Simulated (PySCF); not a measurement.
# Correlation energy of Si²⁺ (silicon, charge +2)

[Ne] 3d2, high-spin 3F determinant (an excited configuration). All numbers are calculated (PySCF 2.14, the non-relativistic Hamiltonian (point nucleus), in aug-cc-pwCVDZ). Frozen: [Ne]; 2 electrons correlated.

With two correlated electrons CCSD is exact within the correlated space (frozen core and kept virtual orbitals).

```csv
level,correlation energy (mhartree)
CCSD,-0.85
```

Diagnostics: T1 = 0.0011, D1 = 0.0016, largest double amplitude 0.033.

The outer electron is Rydberg-like, and this basis confines it to a smaller radius and binds it less than a complete one would.

Cost of the coupled-cluster step: about 0.09 core-seconds, for 2 correlated electrons.
